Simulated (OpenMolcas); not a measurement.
# W: the spin-orbit constant, worked from levels

```
Program             : OpenMolcas
Basis               : ANO-R3 [9s7p6d4f3g2h]
Scalar Hamiltonian  : X2C, finite nucleus
Active space        : 6 electrons in 6 orbitals (5d 6s)
State averaging     : 2S+1 = 7 even, 1 root; 2S+1 = 5 even, 5 roots; 2S+1 = 3 even, 3 roots (0 in the spin-orbit step)
Spin-orbit coupling : state interaction with AMFI integrals over the reference wave functions, term energies averaged over their components
```

Methods: CASSCF; SS-CASPT2, IPEA 0.25 Eh, imaginary shift 0.1 Eh (closed shells correlated: 5s 5p). Measured levels: NIST Handbook of Basic Atomic Spectroscopic Data.

**The spin-orbit constant.** For the Hund term 5D of d4, E(J) = (A/2) J(J+1) + constant and ζ = 2S·A = 4A. From J = 0 to J = 4 the energy changes by 10 A.

```json
{"Source": "CASSCF", "E(4) - E(0)": "5119.7", "A": "512.0", "ζ": "2048"}
{"Source": "SS-CASPT2", "E(4) - E(0)": "5119.7", "A": "512.0", "ζ": "2048"}
{"Source": "measured", "E(4) - E(0)": "6219.3", "A": "621.9", "ζ": "2488"}
```

All in cm-1. SS-CASPT2 is off by -17.7 % and CASSCF by -17.7 %. Both methods take the spin-orbit matrix elements from the reference wave functions, so the second can move ζ only through the term energies and any multistate remixing. Second-order mixing with other terms is absorbed into this ζ.

CASPT2 does not keep the components of a term degenerate, so their means are used; among the terms shown or strongly mixed into the levels shown the widest spread is 95 cm-1 (5d4 6s2 5D, SS-CASPT2). Some high roots are left out of the spin-orbit mixing, which shifts the levels that they would mix with. The lowest computed level is not the ground level that NIST lists (5D0). Without dynamic correlation excited terms often stand tens of per cent too high (terms of higher spin than the ground term too low), and those without a measured partner can miss by more than the paired ones (holds for CASSCF). Measured partners are found by configuration, term and J. A level has none where our copy of the source lacks it or the pairing is in doubt (some pairs that miss far off the trend of their configuration count as doubtful), and it then counts in no deviation. Only configurations of the active space appear.
